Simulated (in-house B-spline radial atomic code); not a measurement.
A fraction x of an electron is added to 5s in Ag, starting from [Kr] 4d10 5s1 and keeping the highest spin. Method: scalar-relativistic (X2C) LDA VWN5, spin-polarised, spherical fractional occupations, Fermi nucleus of rms radius 4.5454 fm. Calculated with an all-electron radial atomic-structure program (B-spline basis).

```json
{"x": "0", "E(x) - E(0) (eV)": "0.0000", "5s down level (eV)": "-"}
{"x": "0.1", "E(x) - E(0) (eV)": "-0.4025", "5s down level (eV)": "-3.737"}
{"x": "0.2", "E(x) - E(0) (eV)": "-0.7477", "5s down level (eV)": "-3.168"}
{"x": "0.3", "E(x) - E(0) (eV)": "-1.0365", "5s down level (eV)": "-2.611"}
{"x": "0.4", "E(x) - E(0) (eV)": "-1.2702", "5s down level (eV)": "-2.065"}
{"x": "0.5", "E(x) - E(0) (eV)": "-1.4501", "5s down level (eV)": "-1.535"}
{"x": "0.6", "E(x) - E(0) (eV)": "?", "5s down level (eV)": "?"}
{"x": "0.7", "E(x) - E(0) (eV)": "?", "5s down level (eV)": "?"}
{"x": "0.8", "E(x) - E(0) (eV)": "-1.6842", "5s down level (eV)": "-0.059"}
```

What belongs in the row x = 0.6?

An energy change of -1.5778 eV; 5s down at -1.021 eV.

What belongs in the row x = 0.7?

An energy change of -1.6550 eV; 5s down at -0.528 eV.

Check Janak's theorem between x = 0.1 and 0.2.

The slope of the energy is -3.45 eV; the orbital levels give -3.45 eV (ε of the filling orbital, averaged over the two points).

Up to what added charge does this functional bind the extra electron?

The highest level rises by about 4.7 eV per electron near x = 0.8 and would reach zero near x = 0.81, so a whole extra electron isn't bound at the basis-set limit.
